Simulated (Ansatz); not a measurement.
`[F][Al]([Cl])[Br]`, relaxed with RKS PBE-D4/def2-SVP in Ansatz from a rough embedded geometry. The force threshold is 0.03 eV/Å; the program also tests the step.

Charge 0, multiplicity 1.

Start:

```xyz
4

F    -0.537   -1.081    1.505
Al   -0.017   -0.063    0.106
Cl    0.058    2.116    0.366
Br    0.497   -0.972   -1.977
```

```json
{"step": "1", "energy (eV)": "-91849.5312", "largest force (eV/Å)": "2.828", "largest move (Å)": "0.000"}
{"step": "2", "energy (eV)": "-91849.8558", "largest force (eV/Å)": "1.644", "largest move (Å)": "0.111"}
{"step": "3", "energy (eV)": "-91849.9228", "largest force (eV/Å)": "0.192", "largest move (Å)": "0.077"}
{"step": "4", "energy (eV)": "-91849.9271", "largest force (eV/Å)": "0.035", "largest move (Å)": "0.022"}
{"step": "5", "energy (eV)": "-91849.9273", "largest force (eV/Å)": "0.015", "largest move (Å)": "0.005"}
```

End:

```xyz
4

F    -0.486   -1.008    1.377
Al   -0.032   -0.040    0.098
Cl    0.049    2.027    0.393
Br    0.470   -0.978   -1.868
```

Run time 4.4 s (2 threads of a server CPU on a shared host); peak host memory 0.17 GiB.
